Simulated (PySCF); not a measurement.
Ga(AsH2)(H)2 (AsGaH4), SMILES [GaH2][AsH2].

Geometry optimised at PBE0-D3(BJ)/def2-TZVP.

These are PBE0-D3(BJ)/def2-TZVP (PySCF) values and carry that method's errors.

Frequencies are harmonic and unscaled.

```csv
mode,ν (cm⁻¹),IR (km/mol),moving atoms (share of kinetic energy)
1,186,2.1,H 99 %
2,259,6.2,"Ga 50 %, As 48 %"
3,359,24.6,H 98 %
4,425,32.0,H 98 %
5,614,57.3,H 94 %
6,623,3.1,H 96 %
7,742,253.4,H 98 %
8,984,27.0,H 99 %
9,1958,164.3,H 99 %
10,1968,226.3,H 98 %
11,2213,55.0,H 99 %
12,2227,74.8,H 99 %
```
